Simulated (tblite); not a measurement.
Run record: molecular-dynamics run, `N#CC[C@H]1CC=NC1`.

Computed with GFN2-xTB (tblite), gas phase: Langevin dynamics at 600 K from the optimised GFN2-xTB geometry, time step 0.5 fs, friction 0.01 fs⁻¹, 2000 steps. The input is one job of a driver script: a line of settings, then coordinates in Å. «temperature» is in K, «steps» counts time steps and «every» is the stride of the printed frames; «frames» go on to single points.

Command:
```bash
OMP_NUM_THREADS=1 python probes_run.py task.json out
```

Input:
```
{"job": {"kind": "md", "xc": "GFN2-xTB", "basis": "xTB", "temperature": 600, "steps": 2000, "every": 50, "frames": 5}, "charge": 0, "multiplicity": 1}
N      3.293192     1.011024    -0.083493
C      2.420870     0.291611    -0.251667
C      1.302363    -0.595419    -0.442656
C      0.156564    -0.244474     0.517903
C     -0.403398     1.162162     0.241735
C     -1.727572     0.848432    -0.396671
N     -2.075801    -0.359562    -0.388611
C     -1.070103    -1.161603     0.261358
H      1.640456    -1.621496    -0.269432
H      0.958746    -0.510331    -1.478279
H      0.512558    -0.343272     1.544983
H     -0.561420     1.732890     1.159410
H      0.235161     1.757749    -0.412227
H     -2.359198     1.606181    -0.831319
H     -0.833689    -2.018165    -0.373745
H     -1.496327    -1.546783     1.191301
```

Problem. Estimate the output. One trajectory will do; the random numbers aren't given.

Solution. 
```
t/fs     T/K      E/eV
    0.0   487.9   -618.23548
   25.0   255.7   -617.69523
   50.0   453.7   -617.61787
   75.0   333.6   -617.24964
  100.0   434.5   -617.37796
  125.0   337.9   -617.44286
  150.0   449.2   -617.55047
  175.0   381.7   -617.46494
  200.0   470.4   -617.30903
  225.0   613.2   -617.64821
  250.0   533.4   -617.18568
  275.0   659.2   -617.30020
  300.0   643.2   -617.12633
  325.0   591.6   -617.43051
  350.0   672.0   -617.28678
  375.0   759.2   -617.28942
  400.0   617.4   -617.32692
  425.0   649.5   -617.05298
  450.0   543.7   -617.17163
  475.0   442.5   -616.95513
  500.0   385.5   -616.89237
  525.0   515.2   -617.09957
  550.0   500.6   -617.13650
  575.0   507.4   -617.48515
  600.0   557.0   -617.32296
  625.0   714.6   -617.49381
  650.0   578.8   -617.41034
  675.0   534.6   -617.41205
  700.0   451.5   -617.03182
  725.0   641.0   -617.16182
  750.0   562.3   -616.75291
  775.0   697.6   -617.19456
  800.0   578.9   -617.05655
  825.0   687.0   -617.46903
  850.0   645.0   -617.37314
  875.0   467.4   -616.71113
  900.0   876.2   -617.12195
  925.0   974.4   -617.10499
  950.0   779.9   -616.75000
  975.0   770.1   -617.20652
 1000.0   491.9   -616.97404
```

E is the potential energy; T comes from the kinetic energy over all 3N coordinates.

Problem. Sum up the printed frames.

Solution. 41 frames over 1000 fs. T runs from 256 K (25 fs) to 974 K (925 fs), with a mean of 567 K over all frames and 615 K from 500 fs on. E starts at -618.235 eV, peaks 1.524 eV above that at 875 fs, and averages 1.085 eV above it from 500 fs on.

Problem. Give the last frame.

Solution. 0.55 Å rms from the start after alignment:
```
atom  x, y, z in Å  |  force x, y, z in eV/Å
N1      2.783    0.928    1.969   -2.050  -0.703  -0.947
C2      1.752    0.480    1.673    1.400  -0.295   1.429
C3      0.411   -0.134    1.557    2.872   0.261  -1.696
C4     -0.503    1.079    1.422   -3.565  -4.327  -1.175
C5     -1.053    1.058   -0.059    0.330   0.704   2.010
C6     -2.104    0.007    0.085   -2.259  -0.944  -1.069
N7     -2.606   -0.180    1.253    1.323   0.626  -1.506
C8     -1.808    0.570    2.221    0.780  -1.335  -0.649
H9      0.211   -0.812    2.389    0.237   0.280  -0.031
H10     0.475   -0.782    0.600   -0.401   0.910   1.296
H11    -0.223    1.964    1.812    1.406   2.646   0.931
H12    -1.532    2.023   -0.129   -0.547   0.400  -0.575
H13    -0.294    1.017   -0.826    0.069  -0.483  -0.081
H14    -2.602   -0.493   -0.886    1.115   1.000   2.319
H15    -1.473   -0.173    2.974   -0.308   0.314  -0.136
H16    -2.412    1.247    2.781   -0.402   0.946  -0.119
```

Hardware: an Intel Xeon Platinum 8259CL at 2.50 GHz with one thread, no GPU, shared host with 96 logical CPUs at a one-minute load of 23. Cost: 18 s of wall time, 0.18 GiB resident at most.
